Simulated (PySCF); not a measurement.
Geometries of 2 isomers of C2H5GeNO, from PySCF, PBE0-D3(BJ)/def2-SVP geometry optimisation, gas phase. One conformer each, no zero-point energy, no frequencies.

Question: Which is lower in electronic energy at this level?
A.
```xyz
10
angstrom
C     -1.452   -0.624   -0.143
O     -0.656    0.262   -0.887
Ge     0.765    1.021   -0.165
C      1.935   -0.403    0.426
N      2.627   -1.261    0.787
H     -1.915   -0.137    0.736
H     -2.262   -0.985   -0.794
H     -0.883   -1.503    0.212
H      0.396    1.832    1.085
H      1.453    1.802   -1.278
```
B.
```xyz
10
angstrom
N      3.554   -0.335   -0.280
C      2.419   -0.420   -0.073
C      0.981   -0.542    0.190
O      0.420    0.716    0.372
Ge    -1.335    0.886    0.702
H      0.537   -1.091   -0.667
H      0.867   -1.197    1.078
H     -2.107    0.253   -0.473
H     -1.546    2.397    0.806
H     -1.652    0.148    2.017
```

Answer: A. That is `C[O][GeH2][C]#N`, 7.5 kcal/mol below the other.

```tsv
SMILES	atoms numbered as above	E (Eh)	relative (kcal/mol)	relative (kJ/mol)	dipole (D)
C[O][GeH2][C]#N	[CH3:1][O:2][GeH2:3][C:4]#[N:5]	-2285.26516	0.0	0.0	3.04
N#CC[O][GeH3]	[N:1]#[C:2][CH2:3][O:4][GeH3:5]	-2285.25326	7.5	31.2	4.94
```
